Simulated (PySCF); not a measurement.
Species: C8H10Si.
Structure used (PBE0-D3(BJ)/def2-SVP), in Å, numbered top down from 1:
```xyz
19
C8H10Si angstrom
C      4.1943    0.6970    0.9384
C      3.1021    0.4429    0.4728
C      1.8295    0.1187   -0.0853
C      0.7136    0.8855    0.0434
Si    -0.6789    0.0079   -0.8553
C     -2.1176   -0.4920    0.2554
C     -2.8947    0.6882    0.8325
C      0.4481   -1.4000   -1.3698
C      1.6716   -1.1419   -0.8690
H      5.1579    0.9284    1.3532
H      0.7348    1.8250    0.5982
H     -1.1945    0.8018   -2.0168
H     -1.7055   -1.1235    1.0606
H     -2.7836   -1.1452   -0.3352
H     -3.7285    0.3529    1.4692
H     -3.3233    1.3205    0.0386
H     -2.2506    1.3328    1.4513
H      0.2452   -2.2989   -1.9559
H      2.5436   -1.7913   -1.0002
```

Method: PBE0-D3(BJ)/def2-SVP geometry optimisation, gas phase (PySCF 2.14.0).

Take the most abundant isotopes and a rigid rotor. The values belong to one conformer with, in the numbering `[CH:1]#[C:2][C:3]1=[CH:4][Si@H:5]([CH2:6][CH3:7])[CH:8]=[CH:9]1`, C4–Si5–C6–C7 67°.

Q: Give the principal moments of inertia and the rotational constants in MHz.

A: Ia = 171.31, Ib = 656.50, Ic = 773.27 u·Å²; 505379 MHz·u·Å²/I gives A = 2950, B = 769.8, C = 653.6 MHz.

Q: What kind of rotor is it?

A: An asymmetric top; Ray's κ = -0.899.

Q: What does the inertial defect say?

A: Not planar: Δ = Ic − Ia − Ib = -54.54 u·Å². For a rigid frame Δ = −2 Σ m c², so Σ m c² = 27.27 u·Å² lies off the ab plane: 9.63 from hydrogen and 17.64 from heavier atoms. The atom farthest from that plane is 1.87 Å away.

Q: Give the other two planar moments, Paa and Pbb, and the rms extents of the mass along the axes.

A: Paa = Σ m a² = (Ib + Ic − Ia)/2 = 629.23 and Pbb = Σ m b² = (Ia + Ic − Ib)/2 = 144.04 u·Å². With the mass M = 134.06 u, the rms extents √(P/M) along a, b and c are 2.17, 1.04, 0.45 Å.

Q: Which types of transition are allowed, and where do some lines up to J = 3 fall?

A: The dipole components are |μa| = 0.61 D, |μb| = 0.05 D, |μc| = 0.59 D. Intensities carry the squares of the components, which stand as 1.00 : 0.01 : 0.93 (a : b : c). Some lines, for components of 0.1 D or more:

```json
{"type": "a", "branch": "R", "J(Ka,Kc)": "1(0,1) ← 0(0,0)", "MHz": "1423", "lower level (cm⁻¹)": "0.000"}
{"type": "c", "branch": "Q", "J(Ka,Kc)": "1(1,1) ← 1(0,1)", "MHz": "2180", "lower level (cm⁻¹)": "0.047"}
{"type": "a", "branch": "R", "J(Ka,Kc)": "2(1,2) ← 1(1,1)", "MHz": "2730", "lower level (cm⁻¹)": "0.120"}
{"type": "a", "branch": "R", "J(Ka,Kc)": "2(0,2) ← 1(0,1)", "MHz": "2842", "lower level (cm⁻¹)": "0.047"}
{"type": "a", "branch": "R", "J(Ka,Kc)": "2(1,1) ← 1(1,0)", "MHz": "2963", "lower level (cm⁻¹)": "0.124"}
{"type": "a", "branch": "R", "J(Ka,Kc)": "3(1,3) ← 2(1,2)", "MHz": "4093", "lower level (cm⁻¹)": "0.211"}
{"type": "a", "branch": "R", "J(Ka,Kc)": "3(2,2) ← 2(2,1)", "MHz": "4270", "lower level (cm⁻¹)": "0.441"}
{"type": "a", "branch": "R", "J(Ka,Kc)": "3(1,2) ← 2(1,1)", "MHz": "4442", "lower level (cm⁻¹)": "0.223"}
{"type": "c", "branch": "R", "J(Ka,Kc)": "2(1,1) ← 1(0,1)", "MHz": "5259", "lower level (cm⁻¹)": "0.047"}
{"type": "c", "branch": "Q", "J(Ka,Kc)": "2(2,1) ← 2(1,1)", "MHz": "6541", "lower level (cm⁻¹)": "0.223"}
{"type": "c", "branch": "R", "J(Ka,Kc)": "2(2,0) ← 1(1,0)", "MHz": "9508", "lower level (cm⁻¹)": "0.124"}
{"type": "c", "branch": "Q", "J(Ka,Kc)": "3(3,1) ← 3(2,1)", "MHz": "11172", "lower level (cm⁻¹)": "0.584"}
{"type": "c", "branch": "R", "J(Ka,Kc)": "3(3,0) ← 2(2,0)", "MHz": "15460", "lower level (cm⁻¹)": "0.441"}
```

Not checked by PBE0-D3(BJ)/def2-SVP frequencies. No vibrational averaging or centrifugal distortion is included, and the geometry carries the error of its method. A rigid rotor knows nothing of internal rotation, which can split or shift real lines.
